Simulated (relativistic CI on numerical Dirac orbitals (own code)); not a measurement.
Hyperfine structure of Re52+, mass number 187

Method of calculation: Dirac-Coulomb-Breit CI, orbitals from a KLI potential per configuration, QED by a radiative potential, unscaled Slater integrals (own radial code, finite nucleus).

Configurations in the expansion (outside the closed core [Ne]): 3s²3p⁶3d⁵, 3s²3p⁵3d⁶, 3s²3p⁴3d⁷, 3s3p⁶3d⁶, 3p⁶3d⁷, 3s3p⁵3d⁷, 3s²3p⁶3d⁴4s, 3s²3p⁶3d⁴4p, 3s²3p⁴3d⁶4s, 3s²3p⁵3d⁵4s, 3s²3p⁶3d⁴4f, 3p⁶3d⁶4s, 3s²3p⁶3d³4s², 3s²3p⁶3d⁴5s, 3p⁶3d⁵4s². Levels of other configurations are missing.

Nuclear spin I = 5/2, μ = 3.209 μN, Q = 1.94 b (tables of Stone and Pyykkö). The electronic factors are computed for point nuclear moments, without core polarisation or the Bohr-Weisskopf and QED corrections.

| Level | E (cm⁻¹) | A (GHz) | B (GHz) |
| --- | --- | --- | --- |
| 3s²3p⁶3d⁵ ²D3/2 | 871931 | 130.2 | -167 |
| 3s²3p⁶3d⁵ ⁴D7/2 | 1175684 | 50.92 | -6.06 |
| 3s²3p⁶3d⁵ ⁴G9/2 | 1196507 | 64.97 | -15.1 |

Levels with J = 0, under 50 % of one LS term, or S terms without an open s electron are left out. Small factors come from cancelling terms and can be off by tens of per cent or more.

At this charge energies of transitions that change n are usually good to better than 1 %, and those within a shell (Δn = 0) to a few per cent.

Problem. Give the hyperfine levels of 3s²3p⁶3d⁵ ²D3/2 relative to its centre of gravity.

Solution. With K = F(F + 1) − I(I + 1) − J(J + 1), E = AK/2 + B[¾K(K + 1) − I(I + 1)J(J + 1)]/[2I(2I − 1)J(2J − 1)]: F = 1: -800.9, F = 2: -406.6, F = 3: 59.5, F = 4: 446.6 GHz.

LS names give the leading component of a level, which can be under half, so a name can repeat, a term be missing and a line seem to break the LS rules.
